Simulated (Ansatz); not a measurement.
Frontier orbitals of `[BH2][SnH2][NH2]`.

Cartesian coordinates in Å:
```
B -0.5336 -1.7124 0.5406
Sn -0.3649 0.5124 0.3240
N 1.2860 0.9289 -0.7997
H 0.0961 -2.4457 -0.1608
H -1.2707 -2.1931 1.3478
H -0.0997 1.3509 1.7908
H -1.8027 1.1628 -0.3736
H 1.2693 0.4772 -1.7056
H 1.4200 1.9190 -0.9634
```

Charge 0, multiplicity 1. Correlated methods include outer-core shells of Sn, which these sets cover unevenly. Sn takes the def2 core potential. Geometry: relaxed with PBE0-D4/def2-TZVP. It is one conformer, not always the lowest. Basis def2-TZVPP, Ansatz 0.2.0.

```tsv
functional	HOMO (eV)	LUMO (eV)	gap (eV)
PBE	-5.63	-3.55	2.08
B97M-V	-6.04	-3.32	2.72
PBE0	-7.01	-2.55	4.46
CAM-B3LYP	-8.40	-1.43	6.97
ωB97X-V	-9.43	-0.34	9.09
ωB97M-V	-9.33	-0.60	8.73
HF	-10.34	0.91	11.25
```

A quarter of exact exchange (PBE0) shifts PBE's HOMO by −1.38 eV and its LUMO by +1.01 eV; full exchange at long range (ωB97M-V) shifts them by −3.71 and +2.95 eV. The gap opens from 2.07 to 8.73 eV, since occupied levels lose self-interaction and empty ones feel all the electrons.
